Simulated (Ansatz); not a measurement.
Basis sets compared for Sn₁₄H₁₈Cl₂, a nanocrystal cut from the lattice of tin (2 of the caps Cl). Charge 0, multiplicity 1. Geometry r2SCAN-D4/def2-SVP. Ansatz on 2 threads of AMD EPYC 7R13 on a shared host and a share (18 GiB) of an NVIDIA H100 80GB HBM3; times are rough, and most runs start from earlier orbitals.

```
atom    x (Å)    y (Å)    z (Å)
 Sn1  -4.0440  -1.1590   0.4795
 Sn2   3.6239  -1.4744  -1.3379
 Sn3   0.3085  -2.0872   1.6547
 Sn4  -0.6242  -0.5600  -2.5518
 Sn5  -2.7703   3.1092  -0.7731
 Sn6   1.5690   2.1317   0.4250
 Sn7  -1.8216   1.5664   3.4892
 Sn8   1.8251  -1.5639  -3.4879
 Sn9  -1.5724  -2.1333  -0.4289
Sn10  -3.6231   1.4764   1.3417
Sn11   2.7703  -3.1105   0.7740
Sn12   4.0444   1.1613  -0.4764
Sn13   0.6227   0.5561   2.5471
Sn14  -0.3115   2.0833  -1.6591
Cl15   5.7294  -2.3286  -2.1174
Cl16  -5.7292   2.3297   2.1206
 H17  -4.6318  -2.1231   1.7758
 H18  -5.2067  -1.1902  -0.7862
 H19  -0.2826  -3.0496   2.9611
 H20  -1.7869  -0.5851  -3.8284
 H21  -3.9280   3.0864  -2.0436
 H22  -2.5894   4.7325  -0.2370
 H23   1.7501   3.7587   0.9748
 H24  -2.4049   0.6151   4.7967
 H25  -1.6320   3.1835   4.0408
 H26   1.6426  -3.1804  -4.0437
 H27   2.4102  -0.6084  -4.7917
 H28  -1.7590  -3.7603  -0.9766
 H29   2.5932  -4.7337   0.2366
 H30   3.9241  -3.0866   2.0481
 H31   5.2050   1.1962   0.7911
 H32   4.6340   2.1218  -1.7746
 H33   1.7873   0.5787   3.8220
 H34   0.2779   3.0475  -2.9648
```

In the def2 sets Sn takes a core potential; there is no spin–orbit coupling. Single mean-field runs in def2-SVP, def2-TZVP are fitted with def2-universal-jkfit.

Binding counts from free atoms (Sn triplet, Cl doublet, H doublet) in the same basis, without a counterpoise term.

```tsv
level	functions	energy (Eh)	HOMO (eV)	LUMO (eV)	binding per atom (eV)	wall time
PBE-D4/def2-SVP	490	-3931.0963	-6.02	-3.00	2.49	6.5 s
PBE0-D4/def2-SVP (with forces)	490	-3931.3425	-6.93	-2.28	2.48	12 s
```

Q: Estimate the rows for PBE-D4/def2-TZVP, PBE0-D4/def2-TZVP.

A: 
```tsv
level	functions	energy (Eh)	HOMO (eV)	LUMO (eV)	binding per atom (eV)	wall time
PBE-D4/def2-TZVP	882	-3931.5255	-6.12	-3.14	2.50	9.5 s
PBE0-D4/def2-TZVP	882	-3931.7555	-6.98	-2.39	2.50	12 s
```
